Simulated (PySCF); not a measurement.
Se(F)(Et) (C2H5FSe), SMILES C([Se]F)C.

Geometry: PBE0-D3(BJ)/def2-SVP. The structure was generated by enumeration, and PubChem lists no compound with its InChIKey, so it may never have been made. The values are those of a single conformer.

All values below come from TDA-PBE/def2-SVPD in PySCF.

Vertical excitations. 

Computed UV-visible absorptions:
| state | energy (eV) | λ (nm) | f | main pairs |
|---|---|---|---|---|
| S1 | 2.97 | 418 | 0.000 | HOMO→LUMO 99 % |
| S2 | 5.16 | 240 | 0.014 | HOMO→LUMO+1 86 % |
| S3 | 5.38 | 230 | 0.032 | HOMO→LUMO+2 66 %, HOMO−1→LUMO 24 % |
| S4 | 5.41 | 229 | 0.026 | HOMO−1→LUMO 73 %, HOMO→LUMO+2 23 % |
| S5 | 6.10 | 203 | 0.012 | HOMO→LUMO+3 81 %, HOMO−2→LUMO 16 % |
| S6 | 6.17 | 201 | 0.004 | HOMO−2→LUMO 82 %, HOMO→LUMO+3 15 % |
| S7 | 6.18 | 201 | 0.011 | HOMO→LUMO+4 95 % |
| S8 | 6.58 | 189 | 0.060 | HOMO→LUMO+5 93 % |
| S9 | 6.82 | 182 | 0.002 | HOMO−3→LUMO 96 % |
| S10 | 7.06 | 176 | 0.015 | HOMO→LUMO+6 92 % |
| T1 | 2.11 | 588 | 0 | HOMO→LUMO 100 % |
| T2 | 4.64 | 267 | 0 | HOMO→LUMO+1 98 % |
| T3 | 4.72 | 263 | 0 | HOMO−1→LUMO 99 % |
| T4 | 5.20 | 238 | 0 | HOMO→LUMO+2 98 % |
Triplets are in the Tamm–Dancoff approximation.
